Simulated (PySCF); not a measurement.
Vertical excitations of a molecule C₂H₅BF₂O from TDA-CAM-B3LYP/def2-SVPD in PySCF, as energy in eV (oscillator strength): 8.67 (0.010), 8.95 (0.003), 9.57 (0.057), 9.59 (0.033), 9.76 (0.016), 9.83 (0.027), 10.02 (0.037), 10.16 (0.100), 10.29 (0.121), 10.42 (0.094). Lowest triplet (TDA): 8.39 eV. The structure is a stationary point at ωB97X-D3(BJ)/def2-SVP. The values are those of a single conformer.

Which structure fits?
A. C[C@H](O)B(F)F
B. CCOB(F)F
C. COB(F)CF
D. C[C@@H](F)B(O)F

B, CCOB(F)F
